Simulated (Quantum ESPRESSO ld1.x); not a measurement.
Values are calculated unless marked as measured or tabulated.
Problem. The table gives one normalised radial function P(r) = r R(r) of Kr2+ in [Ar] 3d10 4s2 4p4 (r in bohr). Code: ld1.x of Quantum ESPRESSO 7.5. Model: non-relativistic Kohn-Sham, exchange-only LDA, spin-polarised, spherical densities, point nucleus; open shells are filled with parallel spins first.

r,P
0.002708,0.0479
0.003526,0.0605
0.004592,0.0757
0.005979,0.0936
0.007785,0.1136
0.01014,0.1348
0.0132,0.1549
0.01733,0.1703
0.02256,0.1740
0.02938,0.1585
0.03825,0.1153
0.04981,0.0382
0.06486,-0.0702
0.08446,-0.1904
0.11,-0.2812
0.1432,-0.2849
0.188,-0.1497
0.2447,0.1028
0.3187,0.3672
0.415,0.4735
0.5404,0.2975
0.7036,-0.1278
0.9162,-0.6058
1.193,-0.8947
1.553,-0.8737
2.039,-0.6085
2.655,-0.3082
3.457,-0.1075
4.502,-0.0237
5.862,-0.0029

Which n and l does it have? It may be an empty orbital.

Solution. n = 4, l = 0: the number of nodes gives n - l - 1 = 3, the rise at small r (about r^(l+1)) gives l, and the extent must fit the shell. The curve is that of 4s down; the table hardly tells the two spins apart. 4s down: eigenvalue -42.358 eV, 3 radial nodes at r = 0.0551, 0.222, 0.656 bohr, <r> = 1.53 bohr, 90 % of the charge inside 2.25 bohr.
